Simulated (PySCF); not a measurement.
C2H6AlCl (SMILES [CH3][Al]([CH3])[Cl]), singlet, geometry from GFN2-xTB (such geometries of metal compounds can be far from the true shape); PBE/6-31G, TDA (PySCF).

Input for PySCF:
```python
from pyscf import gto, scf, dft, tdscf

mol = gto.Mole()
mol.atom = '''
    Al    0.194547   -0.223448    0.204521
    C     2.047507   -0.632588   -0.406345
    H     2.560219   -1.364193    0.220964
    H     2.671018    0.267573   -0.425376
    H     2.053420   -1.021674   -1.430175
    C    -0.674599   -0.935925    1.851037
    H    -1.581239   -1.502076    1.611980
    H    -0.994730   -0.126506    2.515820
    H    -0.027820   -1.594739    2.433575
    Cl   -0.908672    1.038678   -0.956101
'''
mol.basis = '6-31g'
mol.charge = 0
mol.spin = 0
mol.verbose = 3
mol.build()

mf = dft.RKS(mol)
mf.xc = 'pbe'
mf.kernel()
td = mf.TDA()
td.nstates = 10
td.kernel()
td.analyze()
```

Question: Predict the main parts of the log of this PySCF run.

Answer: 
```
converged SCF energy = -782.001000287164
Excitation energies (eV)
[5.03241962 6.4256367  6.51538336 6.65647623 6.85781489 7.53178544
 7.57884009 7.77511722 7.78746196 7.99066971]

** Singlet excitation energies and oscillator strengths **
Excited State   1:      5.03242 eV    246.37 nm  f=0.0000
Excited State   2:      6.42564 eV    192.95 nm  f=0.0000
Excited State   3:      6.51538 eV    190.29 nm  f=0.0193
Excited State   4:      6.65648 eV    186.26 nm  f=0.1948
Excited State   5:      6.85781 eV    180.79 nm  f=0.0439
Excited State   6:      7.53179 eV    164.61 nm  f=0.0351
Excited State   7:      7.57884 eV    163.59 nm  f=0.0005
Excited State   8:      7.77512 eV    159.46 nm  f=0.0151
Excited State   9:      7.78746 eV    159.21 nm  f=0.0863
Excited State  10:      7.99067 eV    155.16 nm  f=0.0000
```
